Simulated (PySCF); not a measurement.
The numbers are results of PBE0-D3(BJ)/def2-TZVP (PySCF), not measurements. Gas-phase values, no solvent. One relaxed conformer stands for a flexible species; it need not be the lowest. Delta-SCF ions had no search for a lower state. Excitations are Tamm–Dancoff values on a coarser integration grid. The basis has no diffuse functions, so Rydberg states are missing or too high.

Reference species (SMILES): `S1CSC1S` (H–S–C–S torsion 94°) (neutral, multiplicity 1).

```yaml
vertical ionisation energy (Delta-SCF): 8.77 eV
S1–T1 gap (TDA): 0.40 eV
HOMO–LUMO gap: 5.53 eV
S1 oscillator strength: 0.000
```

After one change: the vertical ionisation energy (Delta-SCF) falls by 0.16 eV; the S1–T1 gap (TDA) rises by 0.05 eV; the HOMO–LUMO gap falls by 1.18 eV; the S1 oscillator strength stays essentially unchanged.

### Question
Name the change that produced these shifts. The new species is one of these.
A) `S=C(S)CS`
B) `S/C=C/SS`
C) `C=C(S)SS`
D) `SC=C(S)S`

### Answer
A, `S=C(S)CS`
